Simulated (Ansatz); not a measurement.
A search over several starts for the lowest SCF solution of Zr₄ at the given spin, in a small basis.

```yaml
crystal:
  periodic: [false, false, false]
  atoms:
    - {symbol: Zr, position_ang: [-1.160375, 0.655129, -1.071218]}
    - {symbol: Zr, position_ang: [-0.374038, 0.828333, 1.448016]}
    - {symbol: Zr, position_ang: [1.697927, 0.189908, -0.067426]}
    - {symbol: Zr, position_ang: [-0.163513, -1.673380, -0.309372]}
basis:
  gaussian: {orbitals: def2-SVP}
magnetization: {spin_polarized: true, initial_magnetization: 0}
hamiltonian: {xc: pbe0, dispersion: d4}
output: {orbitals: {seedname: orbitals}}
```

```sh
$ ansatz run in.yaml --threads 4 --pin off --events-out ev --progress --plain --max-ram 3916MiB
```

It prints (some lines left out):

```
Functional definition: PBE0
1412 factors; their error is unknown
mean field evaluation 1: about -5092.2165 eV, gradient 5.8e1 eV
mean field evaluation 2: about -4843.8740 eV, gradient 1.6e2 eV
mean field evaluation 4: about -5109.8528 eV, gradient 1.4e1 eV
mean field evaluation 8: about -5111.1393 eV, gradient 1.6e0 eV
mean field evaluation 16: about -5111.2449 eV, gradient 2.6e-3 eV
mean field evaluation 32: about -5111.2698 eV, gradient 3.2e-1 eV
mean field evaluation 64: about -5111.3896 eV, gradient 2.2e-3 eV
mean field evaluation 96: about -5010.7033 eV, gradient 1.4e2 eV
mean field evaluation 128: about -5040.1631 eV, gradient 1.3e2 eV
mean field evaluation 160: about -5040.1384 eV, gradient 1.3e2 eV
mean field evaluation 192: about -5037.1537 eV, gradient 1.2e2 eV
mean field evaluation 224: about -5042.0527 eV, gradient 1.3e2 eV
mean field evaluation 256: about -5043.7510 eV, gradient 1.3e2 eV
mean field evaluation 288: about -5045.0018 eV, gradient 1.3e2 eV
mean field evaluation 320: about -5041.7137 eV, gradient 1.2e2 eV
mean field evaluation 352: about -5034.1507 eV, gradient 1.1e2 eV
mean field evaluation 384: about -5037.7595 eV, gradient 1.2e2 eV
mean field evaluation 416: about -5036.7692 eV, gradient 1.2e2 eV
mean field evaluation 448: about -5039.3169 eV, gradient 1.2e2 eV
mean field evaluation 480: about -5039.2790 eV, gradient 1.2e2 eV
mean field evaluation 512: about -5039.3185 eV, gradient 1.2e2 eV
mean field evaluation 544: about -5041.2351 eV, gradient 1.2e2 eV
mean field evaluation 576: about -5038.9032 eV, gradient 1.2e2 eV
mean field evaluation 608: about -5042.6072 eV, gradient 1.3e2 eV
mean field evaluation 640: about -5037.0854 eV, gradient 1.2e2 eV
mean field evaluation 672: about -5111.2430 eV, gradient 8.7e-2 eV
mean field evaluation 704: about -5111.3475 eV, gradient 1.5e-1 eV
mean field evaluation 736: about -5111.1454 eV, gradient 1.8e0 eV
mean field evaluation 768: about -5111.3492 eV, gradient 2.3e-3 eV
mean field evaluation 800: about -5111.3478 eV, gradient 5.8e-2 eV
mean field evaluation 832: about -5111.3828 eV, gradient 3.3e-3 eV
mean field evaluation 864: about -5111.2419 eV, gradient 1.6e0 eV
mean field evaluation 896: about -5111.3084 eV, gradient 6.6e-1 eV
mean field -5111.46419776 eV, -187.8428445927 hartree, gradient 3.6e-6 eV, S^2 1.546181; 17 other end points of the search recorded, 0 dependent functions left out
reference -5111.46422506 eV, -187.8428455962 hartree; 24, 24 occupied and 100, 100 virtual orbitals, 1412 factors
Total energy: -5111.61384164 eV, -187.8483439040 hartree
```

It took 3.2 min on 4 threads of Arm Neoverse V2 on a shared host, peak host memory 0.7 GiB.

Other converged states that the search met: 0.07 eV higher (⟨S²⟩ = 1.64), 0.08 eV higher (⟨S²⟩ = 1.55), 0.22 eV higher (⟨S²⟩ = 0.00).

In the def2 sets Zr takes a core potential; there is no spin–orbit coupling. The unrestricted singlet has broken spin symmetry (⟨S²⟩ up to 1.55). The structure comes from a short search, and lower isomers may exist.
